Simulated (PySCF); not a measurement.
Electronic structure of Cl⁺ (chlorine, charge +1) at the PBE level

Configuration: [Ne] 3s2 3p4, high-spin 3P determinant. Computed with PySCF 2.14 in dyall-acv3z (19s12p6d4f, 113 functions), with the spin-free X2C one-electron Hamiltonian (Gaussian nucleus).

* Total energy: -460.9249 hartree
* One-electron energy: -629.3263 hartree
* Hartree (Coulomb) energy: 196.2243 hartree
* Exchange-correlation energy: -27.8229 hartree
* ⟨S²⟩: 2.0035
* ⟨L²⟩: 2.017
* Sum of ⟨r⟩: 13.29 bohr
* Sum of ⟨r²⟩: 20.52 bohr²
* Traceless quadrupole moment −½Σ⟨3z² − r²⟩ along its main axis: -1.29 e·bohr²
* Langevin diamagnetic susceptibility: -16.3 ×10⁻⁶ cm³/mol

| shell | electrons | mean orbital energy (hartree) | spread (hartree) | rms radius, mean of both spins (bohr) |
| --- | --- | --- | --- | --- |
| 1s α | 1 | -101.53791 | 0 | 0.105 |
| 1s β | 1 | -101.52493 | 0 | 0.105 |
| 2s α | 1 | -9.75380 | 0 | 0.484 |
| 2s β | 1 | -9.74135 | 0 | 0.484 |
| 2p α | 3 | -7.51376 | 0.02573 | 0.454 |
| 2p β | 3 | -7.49633 | 0.01083 | 0.454 |
| 3s α | 1 | -1.21497 | 0 | 1.60 |
| 3s β | 1 | -1.12214 | 0 | 1.60 |
| 3p α | 3 | -0.74592 | 0.05965 | 1.85 |
| 3p β | 1 | -0.67448 | 0 | 1.85 |

Densities and radii are taken from the X2C orbitals without a picture-change correction, which distorts them close to the nucleus.
